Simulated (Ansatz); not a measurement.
def2 core potentials replace the inner electrons of Te.

The numbers are results of frozen-core CCSD(T)/def2-TZVPP // B3LYP-D3(BJ)/def2-SVP in Ansatz (a quantum-chemistry and plane-wave program), not measurements.

Ansatz 0.2 input:
```yaml
crystal:
  periodic: [false, false, false]
  atoms:
    - { symbol: C, position_ang: [-1.08951, -0.610176, -0.05035] }
    - { symbol: C, position_ang: [-0.711045, 0.576859, -0.563727] }
    - { symbol: Te, position_ang: [1.206924, 1.331294, -0.296247] }
    - { symbol: O, position_ang: [1.767101, -0.225382, 0.7509] }
    - { symbol: H, position_ang: [-2.111775, -0.967401, -0.21752] }
    - { symbol: H, position_ang: [-0.416133, -1.244375, 0.534051] }
    - { symbol: H, position_ang: [-1.365448, 1.230023, -1.15148] }
    - { symbol: H, position_ang: [2.695322, -0.169352, 1.04847] }
basis:
  gaussian: { orbitals: def2-TZVPP }
correlation:
  method: ccsd_t
total_charge: 1
magnetization:
  spin_polarized: true
  initial_magnetization: 1
```

Output:

```
Functional definition: HF
1372 factors; integrals over basis functions are off by at most 8.1e-4 eV
mean field evaluation 1: about -11410.4462 eV, gradient 4.7e1 eV
mean field evaluation 2: about -11410.4599 eV, gradient 4.7e1 eV
mean field evaluation 4: about -11420.0104 eV, gradient 4.7e0 eV
mean field evaluation 8: about -11420.2746 eV, gradient 4.7e-1 eV
mean field evaluation 16: about -11420.3014 eV, gradient 2.2e-6 eV
mean field evaluation 32: about -11419.6230 eV, gradient 7.1e0 eV
mean field evaluation 64: about -11416.4152 eV, gradient 2.3e0 eV
mean field evaluation 96: about -11415.9474 eV, gradient 3.4e-1 eV
mean field evaluation 128: about -11415.5407 eV, gradient 1.1e-1 eV
mean field evaluation 160: about -11416.8159 eV, gradient 3.2e-1 eV
mean field evaluation 192: about -11419.0178 eV, gradient 2.7e0 eV
mean field evaluation 224: about -11418.7893 eV, gradient 2.5e0 eV
mean field -11420.30140046 eV, -419.6883355086 hartree, gradient 6.2e-6 eV, S^2 0.905794; 4 other end points of the search recorded, 0 dependent functions left out
determinant -11420.30140046 eV, -419.6883355086 hartree, with singles and doubles -11447.54499970 eV, -420.6895193141 hartree
determinant -11416.85090954 eV, -419.5615323059 hartree, with singles and doubles -11444.20681489 eV, -420.5668432851 hartree
7 core orbitals not correlated
reference -11420.30140046 eV, -419.6883355086 hartree; 17, 16 occupied and 175, 176 virtual orbitals, 1372 factors
second order -27.01270459 eV of doubles, -0.00000000 eV of singles
cycle   1  -27.06144490 eV  change    -1.5e0 eV  update   2.6e-2
cycle   2  -27.10275204 eV  change   -4.1e-2 eV  update   6.8e-3
cycle   3  -27.10154987 eV  change    1.2e-3 eV  update   3.9e-3
cycle   4  -27.10313832 eV  change   -1.6e-3 eV  update   2.5e-3
cycle   5  -27.10740636 eV  change   -4.3e-3 eV  update   1.4e-3
cycle   6  -27.10870101 eV  change   -1.3e-3 eV  update   8.0e-4
cycle   7  -27.10935762 eV  change   -6.6e-4 eV  update   3.2e-4
cycle   8  -27.10942978 eV  change   -7.2e-5 eV  update   1.9e-4
cycle   9  -27.10925069 eV  change    1.8e-4 eV  update   9.0e-5
cycle  10  -27.10912586 eV  change    1.2e-4 eV  update   3.8e-5
cycle  11  -27.10912200 eV  change    3.9e-6 eV  update   1.5e-5
perturbative correction -1.01194339 eV, -0.0371882335 hartree
Total energy: -11448.42246585 eV, -420.7217656006 hartree
```

Cost: roughly 24 core-minutes.
